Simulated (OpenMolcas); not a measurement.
Os4+ (d4) among equal point charges was computed by CASSCF with the d shell active (OpenMolcas, ANO-RCC-VDZP on the metal). Its lowest spin-free states, and all those of the highest spin:

```
2S+1  Degeneracy  E (cm-1)
   5           2       0.0
   5           1      4980
   5           2     10475
   3           2     11918
   3           1     14232
   3           1     17128
   3           2     18167
   3           2     18510
   3           1     18986
   3           2     20557
   1           1     20697
   3           1     21590
```

Question: Is the site octahedral, tetrahedral or cube-like, axial, or of lower symmetry?

Answer: The states with 2S+1 = 5 have orbital degeneracies 2, 1, 2. There are pairs but no triples, so the site is axial: not cubic, but with a proper or improper axis of order three or more. The run had Os4+ among 6 point charges of -1 e arranged as a trigonal antiprism (D3d), 1.89 Å from the ion, with a polar angle of 47.6° against the regular 54.74°.

Spin-orbit coupling mixes the spin-free states strongly: the lowest level takes only 45 % from its leading state, 5E. Without dynamic correlation the repulsion within the d shell is too large (B by tens of per cent), so at a given field states of lower spin stand too high. This shell can be high or low spin here, a state of another spin lies low, and with metal d orbitals alone active their balance is uncertain, so the ground spin may be wrong. Point charges give a weaker field than real ligands, and real ions of this kind are as a rule low spin; the high spin found here belongs to the model. This is an electrostatic model: the charges have no orbitals. No measured value stands beside these numbers.
